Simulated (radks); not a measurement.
Results of a calculation; reference values are marked as such.
Problem. Radial electron density D(r) = 4 pi r^2 rho(r) of an atom or ion with 19 electrons. Code: a radial shooting solver on a logarithmic mesh with Libxc functionals. Model: Dirac Kohn-Sham, PBE, spin-unpolarised, spherical densities, finite nucleus; Fermi nuclear charge, rms radius of each element as measured or else 0.836 A^(1/3) + 0.57 fm.

```
   r/bohr * D(r) (the largest magnitude, 94.1, reaches the edge; | marks zero)
 0.002064 |    *
 0.002309 |     *
 0.002562 |       *
 0.002865 |        *
 0.003205 |         *
 0.003556 |           *
 0.003977 |             *
 0.004449 |               *
 0.004936 |                  *
 0.005521 |                    *
 0.006127 |                       *
 0.006853 |                          *
 0.007665 |                             *
 0.008505 |                                *
 0.009513 |                                   *
  0.01064 |                                      *
  0.01181 |                                        *
  0.01321 |                                          *
  0.01477 |                                            *
  0.01639 |                                            *
  0.01833 |                                            *
  0.02034 |                                            *
  0.02275 |                                           *
  0.02545 |                                         *
  0.02824 |                                        *
  0.03158 |                                       *
  0.03533 |                                       *
   0.0392 |                                        *
  0.04384 |                                          *
  0.04865 |                                             *
  0.05441 |                                                 *
  0.06086 |                                                    *
  0.06753 |                                                      *
  0.07554 |                                                      *
  0.08449 |                                                   *
  0.09375 |                                              *
   0.1049 |                                       *
   0.1173 |                                *
   0.1301 |                          *
   0.1456 |                       *
   0.1615 |                      *
   0.1807 |                       *
   0.2021 |                         *
   0.2242 |                          *
   0.2508 |                         *
   0.2805 |                     *
   0.3113 |                *
   0.3482 |          *
   0.3894 |     *
   0.4321 |  *
   0.4833 |*
   0.5363 |*
   0.5998 *
   0.6709 *
   0.7444 *
   0.8327 *
```

What is the nuclear charge?

Solution. Z = 58. The innermost maximum, from 1s, lies near gamma/Z bohr with gamma = sqrt(1 - (Z/c)^2) = 0.906, here 0.0156 bohr (found: 0.0172), and its height grows with Z. The density is that of the cerium ion Ce39+ in [Ar] 3d1; the configuration itself is not fixed sharply by these data, and Z only to a few units. D(r) has 3 maxima, at r = 0.0172, 0.0709, 0.224 bohr, and minima at 0.0334, 0.159 bohr, inside which lie 2.03, 10.62 electrons.
